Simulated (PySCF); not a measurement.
## Radial density of Tl (thallium, neutral)

UHF, [Xe] 4f14 5d10 6s1 6p2, high-spin 4P determinant (an excited configuration). All numbers are calculated (PySCF 2.14, scalar relativity by spin-free X2C-1e, in x2c-TZVPPall).

```tsv
r (bohr)	4πr²ρ (e/bohr)	4πr²(ρα − ρβ)
0.0130	112.4	0.0050
0.0218	99.46	0.0071
0.0366	135.3	0.0185
0.0616	143.6	-0.0061
0.104	124.0	0.0008
0.174	124.6	0.0109
0.293	84.92	0.0394
0.493	65.83	0.0077
0.830	24.83	0.0434
1.40	11.34	0.1297
2.35	2.372	1.1794
3.95	0.6120	0.5930
6.64	0.06383	0.0638
11.2	0.0002619	0.0003
```

Densities and radii are taken from the X2C orbitals without a picture-change correction, which distorts them close to the nucleus.

Spin-orbit coupling is strong in this species (close to jj coupling), so the high-spin LS determinant is a model state, not a physical level.

Task: Where is the radial spin density 4πr²(ρα − ρβ) most negative, and why is it negative at all?

Result: Around r = 0.0616 bohr, down to -0.0061 e/bohr: exchange with the open shell polarises the paired shells in an unrestricted calculation.
